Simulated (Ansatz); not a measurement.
Several settings on one geometry of `CN(C)c1ccc(-c2ccc(-c3ccc(-c4ccc(-c5ccc(-c6ccc(C#N)[te]6)[te]5)[te]4)[te]3)[te]2)[te]1` (that of the charge 0 singlet, r2SCAN-D4/def2-SVP). Ansatz on 2 threads of AMD EPYC 7R13 on a shared host and a share (18 GiB) of an NVIDIA H100 80GB HBM3; times are rough.

```xyz
53

C   -11.426   -2.162   -3.142
N   -10.253   -2.577   -3.884
C   -10.372   -3.333   -5.111
C    -9.028   -2.257   -3.394
C    -8.750   -1.548   -2.228
C    -7.393   -1.322   -1.902
C    -6.376   -1.792   -2.717
C    -4.972   -1.664   -2.558
C    -3.953   -2.139   -3.378
C    -2.605   -1.902   -3.036
C    -2.305   -1.192   -1.877
C    -1.010   -0.861   -1.378
C     0.223   -1.177   -1.949
C     1.407   -0.762   -1.310
C     1.342   -0.045   -0.119
C     2.406    0.459    0.672
C     2.328    1.177    1.862
C     3.510    1.593    2.503
C     4.745    1.284    1.944
C     6.037    1.611    2.433
C     7.273    1.302    1.872
C     8.453    1.721    2.518
C     8.373    2.437    3.705
C     9.438    2.945    4.502
C     9.350    3.661    5.692
C    10.531    4.082    6.340
C    11.749    3.765    5.763
C    13.025    4.091    6.250
N    14.098    4.353    6.639
Te   11.468    2.686    3.987
Te    6.341    2.698    4.220
Te    4.440    0.195    0.157
Te   -0.689    0.218    0.400
Te   -4.104   -0.652   -0.919
Te   -7.239   -2.807   -4.369
H   -12.329   -2.491   -3.670
H   -11.464   -1.062   -3.037
H   -11.435   -2.599   -2.127
H   -11.432   -3.487   -5.351
H    -9.904   -2.798   -5.960
H    -9.892   -4.326   -5.022
H    -9.547   -1.175   -1.581
H    -7.139   -0.766   -0.990
H    -4.200   -2.697   -4.289
H    -1.802   -2.275   -3.679
H     0.271   -1.740   -2.886
H     2.384   -1.002   -1.748
H     1.349    1.415    2.295
H     3.459    2.159    3.442
H     7.324    0.737    0.934
H     9.432    1.483    2.084
H     8.369    3.894    6.122
H    10.496    4.645    7.278
```

Totals from different functionals, basis sets or treatments of relativity can't be compared as stabilities.

In the def2 sets Te takes a core potential; there is no spin–orbit coupling.

The spins typed aren't always the lowest for that charge.

Q: Give the basis size and estimate the energy, ⟨S²⟩ and time of these runs.

```csv
run,method,charge,state,further keys
1,RKS B3LYP5/STO-3G,0,singlet,scf: {omitted_lower_state_checks: [starts]}
2,UKS r2SCANh-D3(BJ)/def2-SVP,1,doublet,"fitting: {mean_field: def2-universal-jkfit}; point_charges: [{charge: 1.00, position_ang: [18.552, 0.472, -0.249]}]; scf: {lower_state_search: light}; forces asked"
3,RKS r2SCANh/STO-3G,0,singlet,"final_grid: {core_spheres: 5, valence_spheres: 4, degree: 11}; scf: {lower_state_search: off}; forces asked"
```

A: 
```json
{"run": "1", "functions": "325", "energy (Eh)": "-40428.4853", "⟨S²⟩": "–", "wall time": "12 s"}
{"run": "2", "functions": "652", "energy (Eh)": "-2755.9793", "⟨S²⟩": "0.82", "wall time": "90 s"}
{"run": "3", "functions": "325", "energy (Eh)": "-40431.4746", "⟨S²⟩": "–", "wall time": "10 s"}
```

The restricted singlet is unstable towards broken spin symmetry at other levels; at RKS B3LYP5/STO-3G, RKS r2SCANh/STO-3G this wasn't settled.
